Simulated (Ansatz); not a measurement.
Species: Pb, charge 0, triplet.

Total energies in hartree (Ansatz, an electronic-structure program). Open shells are spin-unrestricted; no spin-orbit coupling. Cores are frozen in correlated methods (noble-gas shells, and filled d and f shells in the p block). Past Kr the def2 sets carry scalar-relativistic core potentials. Spin-orbit terms, left out, reach several kcal/mol for Br and I, and more for heavier atoms.

```tsv
species	HF/def2-TZVPPD	CCSD(T)/def2-TZVPPD	HF/def2-QZVPPD	CCSD(T)/def2-QZVPPD	CCSDT(Q)/def2-QZVPPD
1: Pb (triplet)	-191.83554	-191.88354	-191.83621	-191.88663	-191.88693
2: Pb- (quartet)	-191.86551	-191.92674	-191.86703	-191.93203	-191.93259
```

Q: Work out the electron affinity (Pb- (quartet) against Pb (triplet)) in eV: take Hartree-Fock from def2-QZVPPD, extrapolate the CCSD(T) correlation energy as X^-3 (X = 3, 4), and add CCSDT(Q) - CCSD(T) in def2-QZVPPD. 1 hartree = 27.211 eV.

A: 
Species 1: correlation (64·(-0.05042) - 27·(-0.04800))/37 = -0.05219; step -0.00030; E1 = -191.83621 + (-0.05219) + (-0.00030) = -191.88870
Species 2: correlation (64·(-0.06500) - 27·(-0.06123))/37 = -0.06775; step -0.00056; E2 = -191.86703 + (-0.06775) + (-0.00056) = -191.93534
+1·E1 -1·E2 = 0.04664 hartree = 1.27 eV.
